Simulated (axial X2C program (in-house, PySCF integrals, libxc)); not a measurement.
# Worked dissociation energy of NaHg: BP86, with spin–orbit coupling

Computed with an in-house all-electron X2C program for linear molecules (integrals from PySCF). Two-component (2c) means X2C with spin–orbit coupling and atomic mean-field two-electron Coulomb and Gaunt terms. Basis: Hg dyall-cv3z [13s14p9d6f4g], Na dyall-cv3z [9s8p5d2f] (cores contracted in-house); Gaussian nuclei, density fitting, unrestricted open shells. Masses: Hg 201.971 u, Na 22.990 u.

Molecular state: Ω = 1/2 (⟨Sz⟩ = 0.49, ⟨Lz⟩ = 0.01 at BP86).

| Property | Result |
| --- | --- |
| E(Hg) (2M_J = 0) | -19631.929889 hartree |
| E(Na) (2M_J = 1) | -162.492187 hartree |
| E(NaHg) at Re | -19794.427058 hartree |
| ωe | 78.1 cm⁻¹ |
| ωexe | 1.9 cm⁻¹ |

**Question.** Work out De and D0.

**Answer.** De = -19631.929889 + (-162.492187) − (-19794.427058) = 0.00498 hartree = 0.136 eV. The zero-point energy is ωe/2 − ωexe/4 = 39 cm⁻¹ = 0.005 eV, so D0 = 0.131 eV.

The state is a single determinant with fixed occupations, the lowest that a limited PBE0 search found. Dissociation energies refer to the lowest single-determinant-based atoms at the same level and basis. Density functionals use the spin component along the axis (collinear).

Each atomic determinant is the lowest at this level and need not be a pure J level. Totals compare only within one Hamiltonian and basis.
